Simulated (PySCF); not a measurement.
**Computed properties of MoO2FCl, SMILES [O]=[Mo]([F])([Cl])=[O], multiplicity 1**

MoO2FCl, SMILES [O]=[Mo](=[O])([F])[Cl], multiplicity 1. The structure is a stationary point at B3LYP-D3(BJ)/def2-SVP. The spin state was assumed, not searched. The structure was generated by enumeration; whether it is a known compound was not checked. The def2 effective core potentials stand for the cores of Mo; spin–orbit coupling is left out. The values are those of a single conformer. All values are computed for the isolated molecule unless a solvent is named; none is compared with measurement here.

**Structure.** The optimised structure has Cs symmetry. All 9 harmonic modes at B3LYP-D3(BJ)/def2-SVP (PySCF) are real, so it is a minimum. With heavy atoms numbered as in [Mo:1](=[O:2])(=[O:3])([F:4])[Cl:5], the shortest bond between them is Mo1–O3 at 1.673 Å and the longest Mo1–Cl5 at 2.270 Å.

**Vibrations.** The strongest infrared lines (harmonic, unscaled, degenerate partners summed) lie at 1042 cm⁻¹ (182 km/mol, O 81 %, Mo 19 %), 723 cm⁻¹ (115 km/mol, F 81 %, Mo 18 %), 1065 cm⁻¹ (98 km/mol, O 88 %, Mo 12 %). The softest mode is at 149 cm⁻¹ and the zero-point energy is 6.4 kcal/mol.

**Electronic structure.** CAM-B3LYP/def2-TZVP (PySCF) places the frontier levels at -11.44 and -2.68 eV, a gap of 8.76 eV, and gives a dipole moment of 1.07 D and a mean polarisability of 52.1 bohr³. PBE/def2-TZVP (PySCF) at the same geometry gives -8.39 and -4.35 eV, so its gap is 4.72 eV narrower. An orbital gap is neither the optical nor the fundamental gap.

**Excitations.** TDA-B3LYP/def2-SVPD (PySCF) has S1 at 4.49 eV (276 nm, f = 0.004, weak); the most intense of the 10 singlets computed lies at 5.66 eV (f = 0.02). T1 (TDA) is at 3.97 eV, 0.52 eV under S1. TDA-PBE/def2-SVPD (PySCF) puts S1 at 4.26 eV. No vertical singlet excitation falls in the visible range (under 3.1 eV).
